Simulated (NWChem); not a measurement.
System: SiF₂, singlet; SMILES F[Si]F

Here is an NWChem input.

```
start job
memory heap 200 mb stack 900 mb global 1100 mb
geometry units angstroms noautosym nocenter noautoz
  Si     0.000000     0.000000     0.583705
  F      1.265861     0.000000    -0.466400
  F     -1.265861     0.000000    -0.466400
end
basis spherical
  * library 6-31g*
end
dft
  xc m06-2x
  iterations 150
end
cosmo
  do_cosmo_smd true
  solvent water
end
task dft energy
```

Low-valent species are run as closed-shell singlets; no triplet was tried in these runs. Geometry: optimised at PBE-D3(BJ)/def2-SVP. Solvent: water.

Level: M06-2X/6-31G* with SMD (1 M gas to 1 M solution), gas-phase geometry. Reactions with the solvent are ignored.

Task: Give the results of this calculation. (M06-2X/6-31G* (spherical d), SMD on the gas-phase geometry.) Quantities: solvation free energy (kcal/mol); cavity-dispersion-structure term (kcal/mol); dipole in solution (D).

Result: 
* **solvation free energy (kcal/mol)**: -1.1
* **cavity-dispersion-structure term (kcal/mol)**: 1.7
* **dipole in solution (D)**: 1.55
